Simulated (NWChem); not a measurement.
C4H4O2; SMILES C1=CC(=O)CO1

```xyz
10

O     -0.0534     2.0662     0.0000
C      0.0340     0.8617     0.0000
C      1.2065    -0.0106     0.0000
C      0.7430    -1.2795     0.0000
O     -0.5856    -1.4178     0.0000
C     -1.1486    -0.1119     0.0000
H      2.2446     0.3116     0.0000
H      1.2966    -2.2212     0.0000
H     -1.7764     0.0156    -0.8953
H     -1.7764     0.0156     0.8953
```
Atoms are numbered in this order, from 1.

All runs: NWChem. Structure relaxed at the PBE0/def2-SVP level. Level: PBE0/def2-SVP with SMD (1 M gas to 1 M solution), gas-phase geometry.

Question: Predict the results for solvent toluene. Quantities: solvation free energy (kcal/mol); cavity-dispersion-structure term (kcal/mol); dipole in solution (D).

Answer: 
```
Property                                     Result
-------------------------------------------  ------
solvation free energy (kcal/mol)               -5.7
cavity-dispersion-structure term (kcal/mol)    -2.3
dipole in solution (D)                         3.20
```
